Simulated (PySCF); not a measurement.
# Electron correlation in Au (gold, neutral)

[Xe] 4f14 5d9 6s1 6p1, one real determinant (an excited configuration). All numbers are calculated (PySCF 2.14, scalar relativity by spin-free X2C-1e, in x2c-TZVPPall (11s7p7d3f1g, 97 functions)). Frozen: [Kr] 4d10 4f14; 19 electrons correlated.

```csv
level,correlation energy (mhartree)
CCSD,-510.18
(T),-14.82
CCSD(T),-525.00
```

Diagnostics: T1 = 0.010, D1 = 0.0459, largest double amplitude 0.040.

The real determinant used has ⟨L²⟩ near 8 against 12 for a pure F term, so it mixes terms. Spin-orbit coupling, absent here, splits the open shell strongly.

Cost of the coupled-cluster step: about 27 core-seconds, for 19 correlated electrons.

The basis was made for the ground configuration and has no added diffuse functions, which can raise the energy of the promoted electron.

The reference is one real determinant that mixes LS terms of this configuration.

This basis was not built for core-valence correlation, so the inner-shell part is incomplete.
